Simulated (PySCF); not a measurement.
# How methods differ on the electron affinity of I

I⁻ [Xe] (1S) → I [Kr] 4d10 5s2 5p5 (2P), as a difference of total energies. Computed with PySCF 2.14 in aug-cc-pVTZ-PP with ECP28MDF (6s5p4d2f, 55 functions), with scalar relativity through the core potential. Correlated levels: valence: 4s2 4p6 4d10 frozen. The calculations carry no spin-orbit coupling.

| method | electron affinity (eV) |
| --- | --- |
| UHF | 2.301 |
| MP2 (valence) | 3.196 |
| SCS-MP2 (valence) | 3.129 |
| CCSD (valence) | 3.084 |
| CCSD(T) (valence) | 3.152 |

**Question.** How much does correlation contribute at CCSD(T) (valence)?

**Answer.** 3.152 − (2.301) = 0.851 eV, measured against UHF.

The reference lies between the lowest fine-structure levels, while these numbers refer to the centres of the terms.

Errors of the correlated levels include the incompleteness of this basis and the frozen core.

For comparison: 3.059 eV (measured; photodetachment measurements, as compiled on the Wikipedia data page of electron affinities).
